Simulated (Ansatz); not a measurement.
HfH$_{2}$SF$_{4}$, closed shell: at a first-order saddle point.

Input (in.yaml):

```yaml
crystal:
  periodic: [false, false, false]
  atoms:
    - {symbol: Hf, position_ang: [-0.679460, -0.318094, -0.367536]}
    - {symbol: F, position_ang: [1.070087, -1.284775, 0.513359]}
    - {symbol: F, position_ang: [-0.088043, -0.927220, -2.058658]}
    - {symbol: F, position_ang: [-1.923966, -1.465292, 0.472854]}
    - {symbol: F, position_ang: [-1.748164, 1.144574, -0.929914]}
    - {symbol: H, position_ang: [1.282374, -0.272235, 0.971838]}
    - {symbol: S, position_ang: [0.726123, 1.275874, 1.219132]}
    - {symbol: H, position_ang: [1.361049, 1.847168, 0.178924]}
basis:
  gaussian: {orbitals: def2-SVP}
hamiltonian: {xc: pbe, dispersion: d4}
```

Command:

```bash
ansatz run in.yaml --threads 8 --pin off --events-out ev --progress --plain --max-ram 19148MiB
```

What Ansatz 0.2.0 printed:

```
Functional definition: PBE
  name "PBE"
  cite "Perdew, Burke & Ernzerhof, Phys. Rev. Lett. 77, 3865 (1996) doi:10.1103/PhysRevLett.77.3865"
  parent pbe
  parameter kappa = 0.804
  parameter beta = 0.06672455060314922
  exchange = pbe_x(kappa = kappa, mu = beta*pi^2/3)
  correlation = pbe_c(beta = beta)
1227 factors; their error is unknown
mean field evaluation 1: about -23018.0883 eV, gradient 6.6e1 eV
mean field evaluation 2: about -22952.6075 eV, gradient 2.1e2 eV
mean field evaluation 4: about -23024.6449 eV, gradient 1.4e1 eV
mean field evaluation 8: about -23024.9442 eV, gradient 1.1e-1 eV
mean field evaluation 16: about -23024.8424 eV, gradient 9.0e-4 eV
mean field -23024.84240936 eV, -846.1473517451 hartree, gradient 5.3e-5 eV, S^2 0.000000; 0 other end points of the search recorded, 0 dependent functions left out
reference -23024.84248308 eV, -846.1473544543 hartree; 33, 33 occupied and 83, 83 virtual orbitals, 1227 factors
Total energy: -23025.00695476 eV, -846.1533986772 hartree
```

Hardware: 8 CPU threads of an Arm Neoverse V2, shared host. Wall time about 0.65 s.
